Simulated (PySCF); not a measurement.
# Xe (xenon, neutral) across methods

[Xe], closed-shell 1S. Calculation: PySCF 2.14, in x2c-QZVPPall (13s9p7d4f1g, 112 functions); scalar relativity by spin-free X2C-1e.

```json
{"method": "r2SCAN", "E (hartree)": "-7446.55", "mean ε 4d (eV)": "-60.590", "mean ε 5s (eV)": "-20.383", "mean ε 5p (eV)": "-8.586", "Σ⟨r²⟩ (bohr²)": "60.70", "⟨S²⟩": "0.000"}
{"method": "PBE0", "E (hartree)": "-7446.20", "mean ε 4d (eV)": "-62.912", "mean ε 5s (eV)": "-21.914", "mean ε 5p (eV)": "-9.522", "Σ⟨r²⟩ (bohr²)": "60.72", "⟨S²⟩": "0.000"}
{"method": "wB97M-V", "E (hartree)": "-7446.06", "mean ε 4d (eV)": "-65.534", "mean ε 5s (eV)": "-24.637", "mean ε 5p (eV)": "-11.743", "Σ⟨r²⟩ (bohr²)": "61.07", "⟨S²⟩": "0.000"}
{"method": "UHF", "E (hartree)": "-7443.56319", "mean ε 4d (eV)": "-72.545", "mean ε 5s (eV)": "-27.473", "mean ε 5p (eV)": "-12.422", "Σ⟨r²⟩ (bohr²)": "61.19", "⟨S²⟩": "0.000"}
{"method": "PBE", "E (hartree)": "-7446.12", "mean ε 4d (eV)": "-59.327", "mean ε 5s (eV)": "-19.700", "mean ε 5p (eV)": "-8.233", "Σ⟨r²⟩ (bohr²)": "60.96", "⟨S²⟩": "0.000"}
{"method": "LDA", "E (hartree)": "-7439.88", "mean ε 4d (eV)": "-59.399", "mean ε 5s (eV)": "-19.942", "mean ε 5p (eV)": "-8.387", "Σ⟨r²⟩ (bohr²)": "60.87", "⟨S²⟩": "0.000"}
{"method": "BHandHLYP", "E (hartree)": "-7446.55", "mean ε 4d (eV)": "-66.299", "mean ε 5s (eV)": "-23.977", "mean ε 5p (eV)": "-10.625", "Σ⟨r²⟩ (bohr²)": "60.96", "⟨S²⟩": "0.000"}
{"method": "M06", "E (hartree)": "-7446.67", "mean ε 4d (eV)": "-63.159", "mean ε 5s (eV)": "-21.536", "mean ε 5p (eV)": "-9.339", "Σ⟨r²⟩ (bohr²)": "60.91", "⟨S²⟩": "0.000"}
```
